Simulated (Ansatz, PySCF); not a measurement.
Noncovalent pair: CH3F (SMILES CF) (first 5 atoms) with H2Se (SMILES [SeH2]); geometry from B3LYP-D3(BJ)/def2-TZVP, rigid monomers moved along the line of their centres of mass till F2···Se6 is 3.76 Å.
(charge 0, multiplicity 1):
```tsv
atom	x (Å)	y (Å)	z (Å)
C	-0.2437	-0.0948	-0.4001
F	0.2533	-1.2218	0.2529
H	0.4933	0.2345	-1.1332
H	-1.1765	-0.3645	-0.8961
H	-0.4196	0.6841	0.3418
Se	-0.3020	-0.3465	3.8667
H	0.2620	0.3286	5.0461
H	1.0338	-0.6200	3.3231
```

Monomers are frozen at their geometry in the pair; levels with a basis set take the counterpoise correction.

Programs: Ansatz (Gaussian basis) for Hartree–Fock, density functionals and correlated methods; PySCF for the dispersion terms. 

**Question.** One of these levels gives -0.61 kcal/mol for the interaction energy. Which one is it?
(A) B3LYP/def2-TZVPPD
(B) PBE-D3(BJ)/def2-TZVPPD
(C) PBE/def2-TZVPPD

**Answer.** A, B3LYP/def2-TZVPPD. The others give -1.06 (PBE/def2-TZVPPD), -1.60 (PBE-D3(BJ)/def2-TZVPPD)

Ansatz is a first-principles code.
